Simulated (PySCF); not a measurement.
Species: C7H12.
SMILES with atom numbers: `[CH2:1]=[CH:2][C:3](=[CH2:4])[CH:5]([CH3:6])[CH3:7]` (hydrogens: H8, H9 on C1; H10 on C2; H11, H12 on C4; H13 on C5; H14, H15, H16 on C6; H17, H18, H19 on C7)

The same species was optimised twice, with GFN2-xTB and with PBE0-D3(BJ)/def2-SVP (PySCF), and the same property calculations (PySCF, gas phase) were run on both structures.

```json
{"coordinate": "C3=C4 (Å)", "GFN2-xTB": "1.333", "PBE0-D3(BJ)/def2-SVP": "1.345", "change": "+0.012"}
{"coordinate": "C1=C2 (Å)", "GFN2-xTB": "1.328", "PBE0-D3(BJ)/def2-SVP": "1.340", "change": "+0.012"}
{"coordinate": "C2–C3 (Å)", "GFN2-xTB": "1.459", "PBE0-D3(BJ)/def2-SVP": "1.468", "change": "+0.009"}
{"coordinate": "C5–C6 (Å)", "GFN2-xTB": "1.528", "PBE0-D3(BJ)/def2-SVP": "1.523", "change": "-0.005"}
{"coordinate": "C3–C5 (Å)", "GFN2-xTB": "1.512", "PBE0-D3(BJ)/def2-SVP": "1.516", "change": "+0.004"}
{"coordinate": "C5–C7 (Å)", "GFN2-xTB": "1.532", "PBE0-D3(BJ)/def2-SVP": "1.532", "change": "0.000"}
{"coordinate": "C3–C5–C7 (°)", "GFN2-xTB": "109.1", "PBE0-D3(BJ)/def2-SVP": "110.4", "change": "+1.3"}
{"coordinate": "C6–C5–C7 (°)", "GFN2-xTB": "110.0", "PBE0-D3(BJ)/def2-SVP": "110.6", "change": "+0.6"}
{"coordinate": "C3–C5–C6 (°)", "GFN2-xTB": "113.6", "PBE0-D3(BJ)/def2-SVP": "114.0", "change": "+0.4"}
{"coordinate": "C1–C2–C3 (°)", "GFN2-xTB": "127.5", "PBE0-D3(BJ)/def2-SVP": "127.2", "change": "-0.3"}
{"coordinate": "C2–C3–C5 (°)", "GFN2-xTB": "118.4", "PBE0-D3(BJ)/def2-SVP": "118.7", "change": "+0.3"}
{"coordinate": "C2–C3–C4 (°)", "GFN2-xTB": "118.8", "PBE0-D3(BJ)/def2-SVP": "118.5", "change": "-0.3"}
{"coordinate": "C4–C3–C5 (°)", "GFN2-xTB": "122.8", "PBE0-D3(BJ)/def2-SVP": "122.8", "change": "0.0"}
{"coordinate": "C1–C2–C3–C4 (°)", "GFN2-xTB": "178", "PBE0-D3(BJ)/def2-SVP": "-176", "change": "+6"}
{"coordinate": "C2–C3–C5–C6 (°)", "GFN2-xTB": "-155", "PBE0-D3(BJ)/def2-SVP": "-158", "change": "-3"}
```

Rotational constants: A = 3556, B = 2087, C = 1600 MHz (GFN2-xTB) against A = 3502, B = 2095, C = 1568 MHz (PBE0-D3(BJ)/def2-SVP). Point groups within 0.08 Å: C1 and C1.

On the GFN2-xTB structure: lowest singlet, TDDFT (eV) 5.84 [wB97X-D/def2-SVPD]; lowest triplet, Tamm–Dancoff (eV) 3.37 [wB97X-D/def2-SVPD]; isotropic polarisability (au) 87.0 [wB97X-D/def2-SVPD]; HOMO (eV) -8.47 [wB97X-D/def2-SVPD]; LUMO (eV) 0.97 [wB97X-D/def2-SVPD]; dipole (D) 0.30 [wB97X-D/def2-SVPD]; HOMO (eV) -6.69 [PBE0/pcSseg-1]; LUMO (eV) -0.72 [PBE0/pcSseg-1]; dipole (D) 0.29 [PBE0/pcSseg-1]; GIAO shielding of C1 (ppm) 68.8 [PBE0/pcSseg-1]; GIAO shielding of C2 (ppm) 39.3 [PBE0/pcSseg-1]; GIAO shielding of C3 (ppm) 25.0 [PBE0/pcSseg-1]; GIAO shielding of C4 (ppm) 65.6 [PBE0/pcSseg-1]; GIAO shielding of C5 (ppm) 156.0 [PBE0/pcSseg-1]; GIAO shielding of C6/C7 (mean) (ppm) 162.1 [PBE0/pcSseg-1].

Task: What do these properties become on the PBE0-D3(BJ)/def2-SVP structure?

Result: 
```
                                    property              level  on GFN2-xTB  on PBE0-D3(BJ)/def2-SVP  change
                  lowest singlet, TDDFT (eV)  wB97X-D/def2-SVPD         5.84                     5.77   -0.07
           lowest triplet, Tamm–Dancoff (eV)  wB97X-D/def2-SVPD         3.37                     3.30   -0.07
               isotropic polarisability (au)  wB97X-D/def2-SVPD         87.0                     88.8    +1.8
                                   HOMO (eV)  wB97X-D/def2-SVPD        -8.47                    -8.45   +0.02
                                   LUMO (eV)  wB97X-D/def2-SVPD         0.97                     0.92   -0.05
                                  dipole (D)  wB97X-D/def2-SVPD         0.30                     0.31   +0.01
energy, GFN2-xTB geometry as zero (kcal/mol)  wB97X-D/def2-SVPD          0.0                     -1.2    -1.2
                                   HOMO (eV)      PBE0/pcSseg-1        -6.69                    -6.67   +0.02
                                   LUMO (eV)      PBE0/pcSseg-1        -0.72                    -0.77   -0.05
                                  dipole (D)      PBE0/pcSseg-1         0.29                     0.29    0.00
energy, GFN2-xTB geometry as zero (kcal/mol)      PBE0/pcSseg-1          0.0                     -0.6    -0.6
                  GIAO shielding of C1 (ppm)      PBE0/pcSseg-1         68.8                     65.1    -3.7
                  GIAO shielding of C2 (ppm)      PBE0/pcSseg-1         39.3                     36.7    -2.6
                  GIAO shielding of C3 (ppm)      PBE0/pcSseg-1         25.0                     23.5    -1.5
                  GIAO shielding of C4 (ppm)      PBE0/pcSseg-1         65.6                     61.9    -3.7
                  GIAO shielding of C5 (ppm)      PBE0/pcSseg-1        156.0                    155.2    -0.8
        GIAO shielding of C6/C7 (mean) (ppm)      PBE0/pcSseg-1        162.1                    160.8    -1.3
```

The heavy atoms differ by 0.044 Å rms after alignment. Among bonds between heavy atoms C1=C2 and C3=C4 change most and about equally (+0.012 Å). Changes are differences of the printed values. Neither structure is proved a minimum here.

Conformer computed: `[CH2:1]=[CH:2][C:3](=[CH2:4])[CH:5]([CH3:6])[CH3:7]`: C1–C2–C3–C4 -176°, C2–C3–C5–C6 -158°.

wB97X-D is run here without its empirical dispersion term; that term would change no orbital, density or response property at a fixed geometry.
